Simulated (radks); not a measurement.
Values are calculated unless marked as measured or tabulated.
Er27+, 41 electrons, occupied as [Kr] 4d5. Code: a radial shooting solver on a logarithmic mesh with Libxc functionals. Model: Dirac Kohn-Sham, BLYP, spin-unpolarised, spherical densities, finite nucleus; open shells fill j = l - 1/2 first; Fermi nuclear charge, rms radius 5.2516 fm.

Unscreened Slater integrals over Kohn-Sham orbitals (eV). Large and small components are both included.

integral          value
F0(4d5/2,4d5/2)  48.981
F2(4d5/2,4d5/2)  25.063
F4(4d5/2,4d5/2)  17.042
F0(4d5/2,4d3/2)  49.296
F2(4d5/2,4d3/2)  25.195
G2(4d5/2,4d3/2)  25.113
G4(4d5/2,4d3/2)  17.079
F0(4d5/2,4p3/2)  49.082
F2(4d5/2,4p3/2)  25.271
G1(4d5/2,4p3/2)  31.498
G3(4d5/2,4p3/2)  20.146
F0(4d5/2,4p1/2)  50.182
G3(4d5/2,4p1/2)  20.638
F0(4d3/2,4d3/2)  49.620
F2(4d3/2,4d3/2)  25.345
F0(4d3/2,4p3/2)  49.395
F2(4d3/2,4p3/2)  25.390
G1(4d3/2,4p3/2)  31.441
G3(4d3/2,4p3/2)  20.146
F0(4d3/2,4p1/2)  50.524
G1(4d3/2,4p1/2)  32.769
F0(4p3/2,4p3/2)  49.299
F2(4p3/2,4p3/2)  25.793
F0(4p3/2,4p1/2)  50.390
G2(4p3/2,4p1/2)  25.991
F0(4p1/2,4p1/2)  51.596
